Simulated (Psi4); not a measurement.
Psi4 input (wB97X-D/6-311+G**):

```
memory 1500 MB

molecule {
0 2
C     1.53135800    0.34930600    0.14838200
Si   -0.30050500    0.31653100    0.19603400
F    -0.83770300   -0.99927100   -0.55858700
H     2.13709500   -0.53308500    0.32384300
H     2.09452700    1.25856800   -0.02927100
H    -0.81348700    0.23745600    1.58321000
H    -0.85988900    1.50322400   -0.48527000
symmetry c1
no_reorient
no_com
}

set {
  basis 6-311+G**
  reference uks
  scf_type pk
  dft_radial_points 99
  dft_spherical_points 590
  e_convergence 1e-8
  d_convergence 1e-7
  maxiter 150
}

e = energy('wb97x-d')
print_out(f'\nFINAL {e:.10f} DIPOLE {variable("CURRENT DIPOLE")[0]:.6f} {variable("CURRENT DIPOLE")[1]:.6f} {variable("CURRENT DIPOLE")[2]:.6f}\n')
```

From the output:

```
      47A      0.737340    48A      0.815913    49A      0.863699
      50A      0.927061    51A      0.949817    52A      1.018255
      53A      1.156591    54A      1.262964    55A      1.291926
      56A      1.333932    57A      1.344885    58A      1.364830
      59A      1.459624    60A      1.473704    61A      1.539125
      62A      1.556543    63A      1.570938    64A      1.619207
      65A      1.659868    66A      1.701949    67A      1.813668
      68A      1.839257    69A      1.925688    70A      2.007686
      71A      2.064929    72A      2.104276    73A      2.197288
      74A      2.244672    75A      2.567530    76A      2.578962
      77A      2.612576    78A      2.721562    79A      2.741714
      80A      2.759155    81A      2.908408    82A      3.328996
      83A      3.824325    84A      3.881201    85A      3.884476
      86A      3.937828    87A      3.939847    88A      4.247266
      89A      5.756458    90A      6.436869    91A      6.440213
      92A      6.478474    93A     11.520131    94A     11.561861
      95A     11.577718    96A     23.931803    97A     66.936655
      98A    141.253053

    Final Occupation by Irrep:
              A
    DOCC [    16 ]
    SOCC [     1 ]
    NA   [    17 ]
    NB   [    16 ]

  @UKS Final Energy:  -429.84669973637165

   => Energetics <=

    Nuclear Repulsion Energy =            107.5156357274411931
    One-Electron Energy =                -808.0757402326032661
    Two-Electron Energy =                 297.9856837056963172
    DFT Exchange-Correlation Energy =     -27.2706162117905642
    Empirical Dispersion Energy =          -0.0016627251153686
    VV10 Nonlocal Energy =                  0.0000000000000000
    Total Energy =                       -429.8466997363716473

  UHF NO Occupations:
  HONO-2 :   15  A 1.9997070
  HONO-1 :   16  A 1.9988867
  HONO-0 :   17  A 1.0000000
  LUNO+0 :   18  A 0.0011133
  LUNO+1 :   19  A 0.0002930
  LUNO+2 :   20  A 0.0002429
  LUNO+3 :   21  A 0.0001682

Computation Completed

Properties will be evaluated at   0.000000,   0.000000,   0.000000 [a0]

Properties computed using the SCF density matrix

 Multipole Moments:

 ------------------------------------------------------------------------------------
     Multipole            Electronic (a.u.)      Nuclear  (a.u.)        Total (a.u.)
 ------------------------------------------------------------------------------------

 L = 1.  Multiply by 2.5417464519 to convert [e a0] to [Debye]
 Dipole X            :          0.5186220           -0.0000057            0.5186163
 Dipole Y            :          0.5214780           -0.0000113            0.5214667
 Dipole Z            :          0.2928156           -0.0000057            0.2928099
 Magnitude           :                                                    0.7915984

 ------------------------------------------------------------------------------------

FINAL -429.8466997364 DIPOLE 0.518616 0.521467 0.292810

*** Psi4 exiting successfully. Buy a developer a beer!
```

The geometry given is a B3LYP-D3(BJ)/def2-TZVP minimum.
